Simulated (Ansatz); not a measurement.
`F[SiH]([SiH3])S` + H₂O → `O[SiH]([SiH3])S` + H–F  (formal hydrolysis of the Si–F bond)

Calculated with Ansatz (gas phase, PBE0-D4/def2-TZVP geometries, no zero-point term in ΔE). CCSD(T)/CBS is the MP2 limit (def2-TZVPP, def2-QZVPP) plus CCSD(T) − MP2 in def2-TZVPP, frozen cores. This one scheme is used for every species. Each species was taken in one conformer, which may not be the lowest.

```tsv
species	CCSD/CBS(def2) energy (Eh)
`F[SiH]([SiH3])S`	-1078.79141
H₂O	-76.37179
`O[SiH]([SiH3])S`	-1054.75714
H–F	-100.38944
```

(1) Work out ΔE.

(2) What do rigid-rotor, harmonic-oscillator terms from PBE0-D4/def2-TZVP frequencies (298.15 K, 1 bar) make of the CCSD(T)/CBS value? (Estimate.)

Largest T1 diagnostic among the species: 0.013.

Answers

(1) ΔE = (-1054.75714) + (-100.38944) − (-1078.79141) − (-76.37179) = 0.01662 Eh = +0.45 eV. CCSD(T)/CBS gives +0.44 eV.

(2) Ansatz gave: ΔZPE = -0.03 eV, ΔH = +0.42 eV, ΔS = -2 J/(mol·K), ΔG = +0.43 eV.

Leaving LDA and LC-ωPBE aside and taking each functional with its dispersion term where it has one, the values, not all of them listed here, spread over 0.08 eV, from revPBE-D4 to B97M-V. LDA lies −0.05 eV from PBE without D4. The D4 term adds −0.04 eV with B3LYP and −0.02 eV with PBE0; it sums over pairs of atoms, weighted by their polarisabilities, and B3LYP, whose exchange is more repulsive, gets the larger term. In def2-TZVPP, CCSD(T) changes the Hartree–Fock value by −0.07 eV (the triples alone add −0.01 eV) and MP2 by −0.09 eV.

B3LYP here is the variant with VWN-RPA as its local correlation; programs differ in this.
